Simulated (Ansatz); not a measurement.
The same path of C4H8OSe (14 atoms, charge 0, multiplicity 1) was run 3 times with different band settings. The coordinate that changes most is the dihedral O4–C3–Se5–C6.

All numbers below come from RKS PBE-D4/def2-SVP (Ansatz 0.2.0).

Relaxed end points:

```xyz
14
Properties=species:S:1:pos:R:3
C 0.705 -1.341 1.930
C 0.549 -1.271 0.412
C 0.113 0.101 -0.075
O 0.384 1.143 0.485
Se -0.924 0.028 -1.741
C -1.094 1.962 -1.955
H 1.388 -0.547 2.287
H -0.269 -1.199 2.440
H 1.114 -2.323 2.239
H -0.154 -2.039 0.025
H 1.522 -1.473 -0.090
H -2.163 2.240 -1.981
H -0.598 2.401 -1.065
H -0.588 2.286 -2.883
```

```xyz
14
Properties=species:S:1:pos:R:3
C 0.711 -1.443 1.527
C 0.208 -0.533 0.409
C 0.215 0.934 0.807
O 0.585 1.351 1.883
Se -0.413 2.244 -0.518
C -0.887 1.113 -2.053
H 1.746 -1.178 1.818
H 0.082 -1.343 2.433
H 0.697 -2.503 1.206
H -0.826 -0.801 0.099
H 0.821 -0.641 -0.512
H -0.004 0.569 -2.437
H -1.693 0.402 -1.793
H -1.255 1.801 -2.838
```

Common settings: movable images 7; climbing image yes; spring 5.0 eV/Å²; optimiser quadratic models (default); start path through a guess of the saddle point; iteration limit 60; end points relaxed.

| run | force threshold |
| --- | --- |
| 1 | 0.05 eV/Å |
| 2 | 0.2 eV/Å |
| 3 | 0.2 eV/Å |

What does each run give, and how far can it be trusted?

Run 1: converged after 13 iterations, highest image 0.501 eV above the first end. A vibrational analysis at the climbing image gives one clearly imaginary mode, 80i cm⁻¹: a first-order saddle point.
Run 2: converged after 7 iterations, highest image 0.503 eV above the first end. The threshold of 0.2 eV/Å is loose, so the images may lie well off the minimum-energy path. Another band between the same ends (7 images) ends at a top of the same energy, where a vibrational analysis finds 1 clearly imaginary mode.
Run 3: converged after 7 iterations, highest image 0.503 eV above the first end. The threshold of 0.2 eV/Å is loose, so the images may lie well off the minimum-energy path. Another band between the same ends (7 images) ends at a top of the same energy, where a vibrational analysis finds 1 clearly imaginary mode.
